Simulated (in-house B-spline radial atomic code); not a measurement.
Inner levels of erbium as electrons are removed. A shift is the extra binding of the orbital against the neutral atom ([Xe] 4f12 6s2). The density at the nucleus is averaged over the nuclear charge. Computed with a radial B-spline atomic code at the basis-set limit: Dirac-Hartree-Fock, average of the configuration, finite nuclei.

```json
{"ion": "Er60+", "configuration": "[He] 2s2 2p4", "shift of 1s1/2 (eV)": "5654.2", "radius of 1s1/2 (bohr)": "0.02032", "Σ<r²> (bohr²)": "0.044163", "change of density at nucleus (bohr⁻³)": "-21610.2"}
{"ion": "Er61+", "configuration": "[He] 2s2 2p3", "shift of 1s1/2 (eV)": "?", "radius of 1s1/2 (bohr)": "?", "Σ<r²> (bohr²)": "?", "change of density at nucleus (bohr⁻³)": "?"}
{"ion": "Er62+", "configuration": "[He] 2s2 2p2", "shift of 1s1/2 (eV)": "6527.48", "radius of 1s1/2 (bohr)": "0.020293", "Σ<r²> (bohr²)": "0.030229", "change of density at nucleus (bohr⁻³)": "-20078.5"}
{"ion": "Er63+", "configuration": "[He] 2s2 2p1", "shift of 1s1/2 (eV)": "?", "radius of 1s1/2 (bohr)": "?", "Σ<r²> (bohr²)": "?", "change of density at nucleus (bohr⁻³)": "?"}
{"ion": "Er64+", "configuration": "[He] 2s2", "shift of 1s1/2 (eV)": "7419.91", "radius of 1s1/2 (bohr)": "0.020264", "Σ<r²> (bohr²)": "0.017038", "change of density at nucleus (bohr⁻³)": "-18558.5"}
{"ion": "Er65+", "configuration": "[He] 2s1", "shift of 1s1/2 (eV)": "7823.14", "radius of 1s1/2 (bohr)": "0.020262", "Σ<r²> (bohr²)": "0.0090062", "change of density at nucleus (bohr⁻³)": "-68796.1"}
{"ion": "Er66+", "configuration": "1s2", "shift of 1s1/2 (eV)": "8229.6", "radius of 1s1/2 (bohr)": "0.020253", "Σ<r²> (bohr²)": "0.0011207", "change of density at nucleus (bohr⁻³)": "-120059"}
{"ion": "Er67+", "configuration": "1s1", "shift of 1s1/2 (eV)": "9504.84", "radius of 1s1/2 (bohr)": "0.020126", "Σ<r²> (bohr²)": "0.00055304", "change of density at nucleus (bohr⁻³)": "-461513"}
```

Question: Fill in the row of Er61+.

Answer: shift of 1s1/2 (eV): 6088.45; radius of 1s1/2 (bohr): 0.020307; Σ<r²> (bohr²): 0.0371; change of density at nucleus (bohr⁻³): -20843.1.

Question: Fill in the row of Er63+.

Answer: shift of 1s1/2 (eV): 6971.3; radius of 1s1/2 (bohr): 0.020278; Σ<r²> (bohr²): 0.023544; change of density at nucleus (bohr⁻³): -19316.8.
